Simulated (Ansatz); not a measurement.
Gas-phase electronic energies from Ansatz, PBE0-D4/def2-TZVP geometries. CBS: MP2 limit from def2 TZ/QZ plus the TZ coupled-cluster correction, frozen cores. DFT in def2-TZVPP. B3LYP here is the variant with VWN-RPA as its local correlation; programs differ in this.

Reaction (formal exchange of groups at the Si–F bond): `F[Si]1(F)BC1` + `C1=CN1` → `F[SiH]1BC1` + `FC1=CN1`

`F[Si]1(F)BC1`:

Z-matrix (Å, degrees):
```
Si
F 1 1.583
B 1 1.867 2 126.7
F 1 1.586 2 103.8 3 -177.1
C 1 2.008 2 124.7 3 -56.2
H 3 1.185 1 139.0 2 26.9
H 5 1.100 1 80.2 2 -112.7
H 5 1.089 1 148.8 2 -0.8
```

`C1=CN1`:

Cartesian coordinates in Å:
```
C -0.113 0.694 -0.251
C -0.162 -0.555 -0.473
N 0.737 -0.146 0.659
H -0.279 1.736 -0.451
H -0.403 -1.448 -1.017
H 0.219 -0.281 1.532
```

`F[SiH]1BC1`:

```xyz
8

F     0.599   -0.492   -2.080
Si    0.421   -0.830   -0.526
B     0.714    0.371    0.900
C    -0.560    0.749    0.232
H    -0.083   -2.224   -0.501
H     1.013    0.357    2.048
H    -1.455    1.070    0.762
H    -0.649    0.998   -0.835
```

`FC1=CN1`:

Cartesian coordinates in Å:
```
F 0.144 1.705 -0.915
C 0.006 0.546 -0.355
C -0.711 -0.431 0.013
N 0.899 -0.431 0.125
H -1.482 -1.173 0.037
H 1.144 -0.217 1.096
```

Task: Is it downhill or uphill in electronic energy at CCSD(T)/CBS, and by how much? (An estimate is asked.)

Result: Ansatz gave: Uphill: ΔE = +2.51 eV.

Task: What do these levels give: PBE0-D4, B3LYP-D4, BHLYP-D4, CAM-B3LYP-D4, ωB97M-V, PBE-QIDH, BLYP, MP2/def2-SVP, HF/def2-TZVPP, MP2/def2-TZVPP, CCSD(T)/def2-TZVPP, MP2/CBS(def2)? (Best estimate.)

Result: The calculation gave: PBE0-D4 2.28, B3LYP-D4 2.33, BHLYP-D4 2.44, CAM-B3LYP-D4 2.38, ωB97M-V 2.40, PBE-QIDH 2.41, BLYP 2.24, MP2/def2-SVP 2.20, HF/def2-TZVPP 2.48, MP2/def2-TZVPP 2.52, CCSD(T)/def2-TZVPP 2.45, MP2/CBS(def2) 2.58 eV.

Largest T1 diagnostic among the species: 0.014.

From PBE to PBE0 (25 % exact exchange), in def2-TZVPP and without D4, ΔE moves by +0.10 eV. At CCSD(T), def2-SVP lies −0.39 eV from the extrapolated value and def2-TZVPP −0.06 eV. Leaving LDA and LC-ωPBE aside and taking each functional with its dispersion term where it has one, the values, not all of them listed here, spread over 0.26 eV, from PBE-D4 to BHLYP-D4. LDA lies −0.04 eV from PBE without D4.
